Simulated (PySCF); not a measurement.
**29Si chemical shifts**

[PySCF 2.14.0 with density-fitted response routines: GIAO PBE0/pcSseg-1 shieldings; geometry from GFN2-xTB; fast rotation and ring inversion assumed for equivalent nuclei; no solvent; relativity neglected; one computed conformer]

Shieldings were converted by a linear fit to measured shifts: 29Si (scatter 8.9 ppm rms, 25.8 ppm with the 6 outliers that the fit left out vs TMS, solution or neat liquid). A few per cent of atoms miss by over 2 rms, more outside the fitted compound classes.

**Question.** Give the 29Si shifts of `C=N[SiH2][C@@H]1C[C@H]1C(F)(F)F`, `FC(F)(F)/C=C\[SiH2]S[SiH3]`, `C#CCCC[SiH2][SiH2]C#N`.

**Answer.** 
```tsv
compound	environment	δ (ppm)
C=N[SiH2][C@@H]1C[C@H]1C(F)(F)F	silicon bonded to C, N, 2 H	-32.2
[F:1][C:2]([F:3])([F:4])/[CH:5]=[CH:6]\[SiH2:7][S:8][SiH3:9]	Si7: silicon bonded to C, S, 2 H	-37.7
[F:1][C:2]([F:3])([F:4])/[CH:5]=[CH:6]\[SiH2:7][S:8][SiH3:9]	Si9: silicon bonded to S, 3 H	-55.6
[CH:1]#[C:2][CH2:3][CH2:4][CH2:5][SiH2:6][SiH2:7][C:8]#[N:9]	Si6: silicon bonded to C, Si, 2 H	-70.0
[CH:1]#[C:2][CH2:3][CH2:4][CH2:5][SiH2:6][SiH2:7][C:8]#[N:9]	Si7: silicon bonded to C, Si, 2 H	-92.6
```

**Question.** Order these by 29Si shift, lowest first.
A. CC[S@@](=O)CC[C@H](C)[SiH3]
B. CC(C)(C)CCS[SiH2]O
C. N#C[Si@@H](N)CC(=O)O
D. C[SiH2]n1ccc(C(F)(F)F)c1

**Answer.** A (-56.3 ppm, silicon bonded to C, 3 H), C (-39.3 ppm, silicon bonded to 2 C, N, H), D (-29.0 ppm, silicon bonded to C, N, 2 H), B (-13.8 ppm, silicon bonded to O, S, 2 H).
